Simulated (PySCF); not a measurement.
**Radial density of Rb³⁺ (rubidium, charge +3)**

r2SCAN, [Ar] 3d10 4s2 4p4, high-spin 3P determinant. Computed with PySCF 2.14 in cc-pVDZ-X2C (6s5p3d, 36 functions), with scalar relativity by spin-free X2C-1e.

```csv
r (bohr),4πr²ρ (e/bohr),4πr²(ρα − ρβ)
0.0295,46.18,0.0168
0.0496,39.02,0.0597
0.0834,44.84,0.1183
0.140,54.43,0.0530
0.236,32.58,0.0558
0.397,39.08,0.3062
0.667,20.14,0.0065
1.12,5.724,1.1378
1.89,3.046,1.0812
3.18,0.2600,0.1144
5.34,0.0006301,0.0002
8.98,0.0001024,0.0001
15.1,0.0001380,0.0001
```

Densities and radii are taken from the X2C orbitals without a picture-change correction, which distorts them close to the nucleus.
